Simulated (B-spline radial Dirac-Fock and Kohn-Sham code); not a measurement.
# What relativity does to the binding energies of P⁶⁺

System: phosphorus as P⁶⁺, configuration [He] 2s2 2p5.

Both columns are ΔSCF binding energies of the configuration average from an atomic code on a B-spline grid: non-relativistic Hartree-Fock with a point nucleus, and Dirac-Fock with a finite nucleus and the Coulomb interaction alone, averaged over the two j levels with weights 2j+1.

```tsv
shell	Hartree-Fock (eV)	Dirac-Fock (eV)	shift (eV)	shift (%)
1s	2293.8	2300.4	+6.62	+0.29
2s	317.2	318.5	+1.21	+0.38
2p	265.2	265.3	+0.12	+0.05
```

Relativity binds 1s, 2s, 2p more strongly, among those listed most of all 2s in relative terms.

Values without a named source are computed, but for edge energies of neutral atoms, which are taken from tables.
